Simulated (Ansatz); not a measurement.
Reaction (ligand exchange at a Ta–O bond): `[NH]=[Ta]([NH2])([NH2])[OH]` + H–F → `[NH]=[Ta]([NH2])([NH2])[F]` + H₂O

Gas-phase electronic energies from Ansatz, PBE0-D4/def2-TZVP geometries. CCSD(T)/CBS is the MP2 limit (def2-TZVPP, def2-QZVPP) plus CCSD(T) − MP2 in def2-TZVPP, frozen cores. This one scheme is used for every species. Functionals use def2-TZVPP. B3LYP here is the variant with VWN-RPA as its local correlation; programs differ in this. HSE06 is defined as in plane-wave codes. def2 core potentials past Kr. For Ta outer-core shells are correlated without core-valence functions, which leaves a few kJ/mol of doubt a bond. One conformer a species, not always the lowest.

| level | ΔE (kJ/mol) | difference from CCSD(T)/CBS |
| --- | --- | --- |
| LDA (SPW92) | -41.6 | -2.3 |
| PBE-D4 | -46.6 | -7.3 |
| revPBE-D4 | -46.4 | -7.1 |
| BLYP-D4 | -47.6 | -8.3 |
| r2SCAN-D4 | -48.2 | -8.9 |
| B97M-V | -50.8 | -11.5 |
| PBE0-D4 | -43.9 | -4.6 |
| B3LYP-D4 | -45.6 | -6.3 |
| r2SCANh-D4 | -46.8 | -7.5 |
| r2SCAN0-D4 | -44.9 | -5.6 |
| BHLYP-D4 | -44.1 | -4.8 |
| CAM-B3LYP-D4 | -46.0 | -6.7 |
| ωB97X-V | -46.6 | -7.3 |
| ωB97M-V | -45.2 | -5.9 |
| B2PLYP | -45.2 | -5.9 |
| PBE-QIDH | -41.3 | -2.0 |
| PBE | -48.8 | -9.5 |
| revPBE | -51.0 | -11.7 |
| BLYP | -51.9 | -12.6 |
| r2SCAN | -48.9 | -9.6 |
| B3LYP | -49.0 | -9.7 |
| r2SCANh | -47.5 | -8.2 |
| r2SCAN0 | -45.6 | -6.3 |
| HSE06 | -45.7 | -6.4 |
| BHLYP | -47.0 | -7.7 |
| CAM-B3LYP | -48.1 | -8.8 |
| LC-ωPBE | -48.1 | -8.8 |
| RPA@PBE/def2-TZVPP | -41.5 | -2.2 |
| HF/def2-SVP | -48.7 | -9.4 |
| MP2/def2-SVP | -42.8 | -3.5 |
| CCSD/def2-SVP | -45.5 | -6.2 |
| CCSD(T)/def2-SVP | -44.8 | -5.5 |
| HF/def2-TZVPP | -46.8 | -7.5 |
| MP2/def2-TZVPP | -36.8 | 2.5 |
| SCS-MP2/def2-TZVPP | -40.0 | -0.7 |
| HF/def2-QZVPP | -47.5 | -8.2 |
| MP2/def2-QZVPP | -36.8 | 2.5 |
| HF/CBS(def2) | -47.6 | -8.3 |
| MP2/CBS(def2) | -36.4 | 2.9 |
| CCSD/CBS(def2) | -40.2 | -0.9 |
| CCSD(T)/CBS | -39.3 | 0 |

Largest T1 diagnostic among the species: 0.018.

At CCSD(T), def2-SVP lies −5.5 kJ/mol from the extrapolated value and def2-TZVPP −0.4 kJ/mol. In def2-TZVPP, CCSD(T) changes the Hartree–Fock value by +7.1 kJ/mol (the triples alone add +0.8 kJ/mol) and MP2 by +10.0 kJ/mol. The D4 term adds +3.4 kJ/mol with B3LYP and +2.0 kJ/mol with PBE0; it sums over pairs of atoms, weighted by their polarisabilities, and B3LYP, whose exchange is more repulsive, gets the larger term.
